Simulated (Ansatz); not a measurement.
Cartesian coordinates in Å:
```
O -1.698 -0.587 -0.506
Ge -0.125 -0.365 0.276
P 0.994 1.124 -1.074
Br 1.029 -2.375 0.242
H -2.259 -1.223 -0.053
H -0.315 -0.029 1.767
H 0.309 2.235 -0.508
H 2.064 1.218 -0.143
```

The species carries charge 0 and has multiplicity 1.

(1) List the CAM-B3LYP/def2-TZVPP orbital energies in eV (Ansatz). (Best estimate.)

Results:

(1) Computed: Occupied: -13140.73, -10853.44, -2099.30, -1702.22, -1533.98, -1533.92, -1533.91, -1357.60, -1208.58, -1208.55, -1208.54, -522.76, -238.31, -180.58, -179.22, -179.03, -179.02, -172.47, -130.55, -130.55, -130.46, -122.82, -122.74, -122.69, -73.56, -73.50, -73.49, -73.34, -73.34, -36.47, -36.37, -36.30, -36.26, -36.24, -29.36, -23.21, -20.28, -17.13, -14.88, -12.89, -12.29, -11.94, -11.12, -10.39, -9.89, -9.74, -9.20. Lowest empty: 0.28, 0.98, 1.15, 1.60, 1.71, 2.94, 3.05, 5.11.
